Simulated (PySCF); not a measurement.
Method: ωB97X-D3(BJ)/def2-TZVP // PBE0-D3(BJ)/def2-TZVP in PySCF. Gas-phase values, no solvent. 

Reference species (SMILES): `[Al]([Br])[Br]` (neutral, multiplicity 2).

```
Quantity       Result
-------------  ------
dipole moment  1.40 D
```

Changed species: `[SiH3][Al][Br]` (radical fragment; the reference has radical fragment).

Question: Give the shifts of the dipole moment.

Answer: the dipole moment rises by 0.24 D, to 1.64 D.
